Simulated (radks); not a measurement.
The numbers below are computed, except where a source is named.
Species: neutral hydrogen. Configuration: 2s1 (not the ground configuration). Level of theory: Dirac Kohn-Sham, OLYP, spin-unpolarised, spherical densities, point nucleus (a radial shooting solver on a logarithmic mesh with Libxc functionals).

Normalised radial functions P(r) = r R(r) (large component), r in bohr:

| r | 1s1/2 | 2s1/2 | 2p1/2 |
|---|---|---|---|
| 0.06661 | 0.1428 | 0.0440 | 0.0008 |
| 0.0807 | 0.1704 | 0.0525 | 0.0012 |
| 0.09779 | 0.2028 | 0.0624 | 0.0017 |
| 0.1175 | 0.2386 | 0.0734 | 0.0025 |
| 0.1424 | 0.2814 | 0.0864 | 0.0036 |
| 0.1726 | 0.3299 | 0.1012 | 0.0051 |
| 0.2074 | 0.3817 | 0.1169 | 0.0073 |
| 0.2513 | 0.4407 | 0.1345 | 0.0104 |
| 0.3045 | 0.5035 | 0.1529 | 0.0148 |
| 0.3661 | 0.5651 | 0.1705 | 0.0207 |
| 0.4435 | 0.6280 | 0.1874 | 0.0292 |
| 0.5374 | 0.6851 | 0.2010 | 0.0407 |
| 0.646 | 0.7296 | 0.2086 | 0.0554 |
| 0.7827 | 0.7599 | 0.2080 | 0.0756 |
| 0.9484 | 0.7684 | 0.1954 | 0.1018 |
| 1.14 | 0.7516 | 0.1687 | 0.1333 |
| 1.381 | 0.7030 | 0.1219 | 0.1729 |
| 1.674 | 0.6177 | 0.0533 | 0.2170 |
| 2.012 | 0.5067 | -0.0320 | 0.2614 |
| 2.438 | 0.3791 | -0.1353 | 0.3089 |
| 2.93 | 0.2621 | -0.2432 | 0.3568 |
| 3.55 | 0.1682 | -0.3581 | 0.4141 |
| 4.302 | 0.0936 | -0.4364 | 0.4413 |
| 5.171 | 0.0466 | -0.4621 | 0.4336 |
| 6.265 | 0.0180 | -0.4079 | 0.3667 |
| 7.592 | 0.0054 | -0.3108 | 0.2742 |
| 9.125 | 0.0013 | -0.2155 | 0.1905 |
| 11.06 | 0.0002 | -0.1306 | 0.1180 |
| 13.4 | 0.0000 | -0.0662 | 0.0623 |
| 16.1 | 0.0000 | -0.0274 | 0.0273 |
| 19.51 | 0.0000 | -0.0082 | 0.0089 |

1s1/2 (empty): eigenvalue -12.921 eV, 0 radial nodes, <r> = 1.37 bohr, 90 % of the charge inside 2.41 bohr. 2s1/2: eigenvalue -1.906 eV, 1 radial node at r = 1.89 bohr, <r> = 5.81 bohr, 90 % of the charge inside 8.84 bohr. 2p1/2 (empty): eigenvalue -1.614 eV, 0 radial nodes, <r> = 5.34 bohr, 90 % of the charge inside 8.44 bohr.
